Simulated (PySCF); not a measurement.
## Steps of a relaxation of [BiO3]−

[BiO3]− (singlet). PySCF 2.14.0, RKS PBE0, Bi def2-SVP with ECP60, O def2-SVP; non-relativistic Hamiltonian with scalar-relativistic core potentials where named; density fitting; no spin-orbit coupling. Origin of the start: template. Columns: position (Å) and force (eV/Å). Energies are counted from the last step; some of the 6 steps are shown. Forces carry noise of the integration grid, about 0.01 to 0.03 eV/Å.

Run from Python with OMP_NUM_THREADS=2. Where DIIS fails, smearing, a level shift and second-order steps follow.
It took 12 s on 2 threads of Intel(R) Xeon(R) Platinum 8259CL CPU @ 2.50GHz (Skylake/Cascade Lake) (shared host), from the converged density of the start.

```xyz
4
step 0  E = 4.607 eV
Bi    0.0000    0.0000    0.0000     0.04    0.00    0.00
O     1.7020    0.0000    0.0000    14.79    0.00    0.00
O    -0.8510    1.4740    0.0000    -7.41   12.80    0.00
O    -0.8510   -1.4740    0.0000    -7.41  -12.80    0.00
```

```xyz
4
step 2  E = 0.028 eV
Bi    0.0000    0.0000    0.0000     0.00    0.00    0.00
O     1.9368    0.0000    0.0000     0.77    0.00    0.00
O    -0.9684    1.6774    0.0000    -0.38    0.65    0.00
O    -0.9684   -1.6773    0.0000    -0.38   -0.65    0.00
```

```xyz
4
step 3  E = 0.000 eV
Bi    0.0000    0.0000    0.0000     0.00    0.00    0.00
O     1.9590    0.0000    0.0000     0.10    0.00    0.00
O    -0.9795    1.6965    0.0000    -0.05    0.07    0.00
O    -0.9795   -1.6965    0.0000    -0.05   -0.07    0.00
```

Q: Where does the relaxation end?

A: It converges at step 5 in D3h:
```xyz
4
step 5  E = 0
Bi    0.0000    0.0000    0.0000
O     1.9622    0.0000    0.0000
O    -0.9811    1.6993    0.0000
O    -0.9811   -1.6993    0.0000
```

Q: How did the contacts change?

A: 
```
   contact  start (Å)  end (Å)
Bi1–O2 (O)      1.702    1.962
Bi1–O3 (O)      1.702    1.962
Bi1–O4 (O)      1.702    1.962
```
